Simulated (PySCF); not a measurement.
## Ionisation energy of Sr(28+) by level of theory

Sr(28+) [Ne] (1S) → Sr(29+) [He] 2s2 2p5 (2P), as a difference of total energies. Computed with PySCF 2.14 in an uncontracted even-tempered set (20 s from 8.7 bohr⁻², ratio 2.2; 12 p from 11 bohr⁻², ratio 2.2; 6 d from 52 bohr⁻², ratio 2.4; 5 f from 77 bohr⁻², ratio 2.4; 4 g from 120 bohr⁻², ratio 2.4), with the spin-free X2C one-electron Hamiltonian (Gaussian nucleus). Correlated levels: nothing frozen; virtual orbitals above 40 to 60 times the deepest correlated orbital energy dropped. The calculations carry no spin-orbit coupling.

```csv
method,ionisation energy (eV)
UHF,3365.3
LDA,3364.2
PBE,3364.1
PBE0,3364.9
r2SCAN,3366.7
TPSSh,3364.4
MN15,3368.3
MP2 (all electrons),3367.0
SCS-MP2 (all electrons),3366.8
```

A first-order spin-orbit estimate (lowest level to lowest level, LS coupling) adds -23.100 eV.

For this ion Breit and QED terms and the two-electron picture change, all absent here, outweigh the differences among the correlated methods.

For comparison: 3344.7 ± 1.9 eV (semi-empirical (NIST evaluation); NIST Atomic Spectra Database, ionization energies).
